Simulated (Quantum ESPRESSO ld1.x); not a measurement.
Results of a calculation; reference values are marked as such.
These are the eigenvalues of the occupied orbitals of an atom or ion with whole-number occupations (hartree). Code: ld1.x of Quantum ESPRESSO 7.5. Model: scalar-relativistic Kohn-Sham, LDA (Slater exchange, VWN5 correlation), spin-polarised, spherical densities, point nucleus.

orbital  eigenvalue
1s up      -216.666
1s down    -216.661
2s up      -25.6346
2s down    -25.5906
2p up      -21.7568
2p down    -21.7203
3s up      -3.78030
3s down    -3.68235
3p up      -2.71956
3p down    -2.62226
3d up      -1.07711
4p up      -0.43047

Which element is it, and in what charge state? The configuration may be excited. Open shells, if any, are filled with parallel spins first.

Answer. Z = 24, chromium, charge +1: Cr+ in [Ar] 3d2 4p3. The list shows which subshells hold electrons but not how many an open one holds; the 1s level, -216.67 hartree, gives Z - s = 20.8 by -(Z - s)^2/2, which with screening and relativity narrows Z to a few neighbours, and the depths of the outer levels then fix element, charge and occupations together.
